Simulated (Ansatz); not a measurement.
Ansatz results at the PBE0-D4/def2-TZVP geometry: LUMO energy (PBE/def2-TZVPP) -1.44 eV; HOMO–LUMO gap (B3LYP/def2-TZVPP) 6.51 eV; HOMO energy (B3LYP/def2-TZVPP) -7.32 eV.

Question: Which molecule gave them?
A. `CC1([SiH3])BC1`
B. `[AsH2][SiH]1CO1`
C. `O=C([SiH3])[AsH2]`
D. `C#[C][Al]([CH3])[NH]C`

Answer: B. The others give `O=C([SiH3])[AsH2]`: -2.82, 4.39, -6.36; `CC1([SiH3])BC1`: -2.46, 5.38, -7.04; `C#[C][Al]([CH3])[NH]C`: -1.36, 5.77, -6.51.

B3LYP here is the variant with VWN-RPA as its local correlation; programs differ in this.
